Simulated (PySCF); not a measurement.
Zn(OH)2 cation (H₂O₂Zn), SMILES [OH][Zn][OH] (connectivity only; charge and spin as stated), charge +1, multiplicity 2. Atoms are numbered in the order given.

```xyz
5

Zn     0.0000     0.0000     0.0185
O      0.0000    -1.7814    -0.1174
H      0.0000    -2.3673     0.6617
O      0.0000     1.7814    -0.1174
H      0.0000     2.3673     0.6617
```
Charge +1, spin multiplicity 2.

Geometry optimised at B3LYP-D3(BJ)/def2-TZVP. The spin state was assumed, not searched. The isomer is the one that the SMILES or the coordinates give; other isomers of the formula were not compared. The values are those of a single conformer.

These are PBE/def2-TZVPD run with PySCF values and carry that method's errors.

Mulliken values depend strongly on the basis, most of all with diffuse functions as here. ESP charges are fitted to the potential on shells at 1.4 to 2.0 van der Waals radii. Atomic charges (e):

```json
[
 {"atom": "Zn1", "Mulliken": "0.58", "ESP fit": "(withheld)", "Mulliken spin": "-0.03"},
 {"atom": "O2", "Mulliken": "-0.17", "ESP fit": "(withheld)", "Mulliken spin": "0.53"},
 {"atom": "H3", "Mulliken": "0.38", "ESP fit": "(withheld)", "Mulliken spin": "-0.01"},
 {"atom": "O4", "Mulliken": "-0.17", "ESP fit": "(withheld)", "Mulliken spin": "0.53"},
 {"atom": "H5", "Mulliken": "0.38", "ESP fit": "(withheld)", "Mulliken spin": "-0.01"}
]
```

What belongs in the gaps? (An estimate is asked for; the answer gives what the named calculation found.)


- Zn1, ESP fit: 0.90
- O2, ESP fit: -0.31
- H3, ESP fit: 0.36
- O4, ESP fit: -0.31
- H5, ESP fit: 0.36
